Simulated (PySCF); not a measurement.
silanone anion (H₂OSi), SMILES O=[SiH2] (connectivity only; charge and spin as stated), charge -1, multiplicity 2. Atoms are numbered in the order given.

```xyz
4

Si     0.4596    -0.1084     0.0000
O     -1.1060     0.0613     0.0000
H      1.2070     0.5137    -1.1857
H      1.2070     0.5137     1.1857
```
Charge -1, spin multiplicity 2.

Geometry: B3LYP-D3(BJ)/def2-TZVPD. The multiplicity is an assumed one; other spin states were not compared.

The numbers are results of PySCF with B3LYP/pcH-1, not measurements.

Unrestricted Kohn–Sham, ⟨S²⟩ = 0.753. Hyperfine tensors hold the contact and dipolar terms, without spin-orbit corrections.

Computed hyperfine couplings:
```tsv
nucleus	A(iso) (MHz)	A(iso) (G)	dipolar principal values (MHz)
29Si no. 1	-407.7	-145.5	-96.3, 46.4, 49.9
17O no. 2	-24.2	-8.6	-92.1, 45.8, 46.3
1H no. 3	91.5	32.7	-6.0, -1.8, 7.8
1H no. 4	91.5	32.7	-6.0, -1.8, 7.8
```

And the g tensor (effective nuclear charges for spin-orbit coupling, GIAO)? (An estimate is asked for; the answer gives what the named calculation found.)

principal values 2.0019, 2.0044, 2.0068; isotropic 2.0044.
